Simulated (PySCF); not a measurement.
C5H10FN.
Atom-mapped SMILES: `[CH3:1][C:2]1([CH3:3])[NH:4][C@@H:5]1[CH2:6][F:7]` (hydrogens: H8, H9, H10 on C1; H11, H12, H13 on C3; H14 on N4; H15 on C5; H16, H17 on C6)

The geometry is computed with GFN2-xTB (gas phase).

**Question.** Give the optimised bond lengths and angles.

**Answer.** 
| bond | length (Å) | order |
| --- | --- | --- |
| C1–C2 | 1.514 | single |
| C2–C3 | 1.514 | single |
| C2–N4 | 1.448 | single |
| N4–C5 | 1.449 | single |
| C5–C6 | 1.508 | single |
| C6–F7 | 1.378 | single |
| C2–C5 | 1.490 | single |
| C1–H8, C1–H9, C1–H10 | 1.087 | single |
| C3–H11, C3–H12, C3–H13 | 1.089 | single |
| N4–H14 | 1.014 | single |
| C5–H15 | 1.088 | single |
| C6–H16 | 1.095 | single |
| C6–H17 | 1.091 | single |

Bonds in one row agree within 0.01 Å and their mean is given. Orders are formal, as drawn. A selection of angles:
| angle | degrees |
| --- | --- |
| C2–C1–H8 | 110.3 |
| H8–C1–H9 | 109.3 |
| H8–C1–H10 | 108.3 |
| C1–C2–C3 | 113.8 |
| C1–C2–N4 | 115.6 |
| C1–C2–C5 | 120.4 |
| C3–C2–N4 | 119.5 |
| C3–C2–C5 | 117.8 |
| N4–C2–C5 | 59.1 |
| C2–C3–H11 | 109.9 |
| C2–C3–H12 | 111.2 |
| H11–C3–H12 | 108.5 |
| C2–N4–C5 | 61.9 |
| C2–N4–H14 | 114.9 |
| C5–N4–H14 | 114.5 |
| N4–C5–C6 | 116.5 |
| N4–C5–H15 | 118.7 |
| C6–C5–H15 | 113.1 |
| C2–C5–N4 | 59.0 |
| C2–C5–C6 | 122.5 |
| C2–C5–H15 | 117.0 |
| C5–C6–F7 | 110.2 |
| C5–C6–H16 | 111.2 |
| C5–C6–H17 | 111.3 |
| F7–C6–H16 | 106.5 |
| F7–C6–H17 | 107.3 |
| H16–C6–H17 | 110.1 |

Dihedral angles: C1–C2–N4–C5 -112° (anticlinal); C2–N4–C5–C6 114° (anticlinal); N4–C5–C6–F7 -147° (anticlinal); C1–C2–C5–N4 103° (anticlinal).

The C–C distances run from 1.490 Å (C2–C5, drawn single) to 1.514 Å (C2–C3, drawn single), a spread of 0.024 Å. The 3-membered ring C2–N4–C5 has internal angles of 59.0° to 61.9°. Of the pairs four or more bonds apart, H8···H17 is among the closest relative to their van der Waals radii: 2.30 Å, 96 % of the sum of Bondi's values. N4 (secondary amine nitrogen) is pyramidal (angles 114.9°, 114.5° and 61.9°, sum 291.4°, 0.56 Å off the plane of its three neighbours).

Point group: C1 (no symmetry element, even within 0.4 Å). GFN2-xTB frequencies: not computed here. One conformer, not necessarily the lowest.
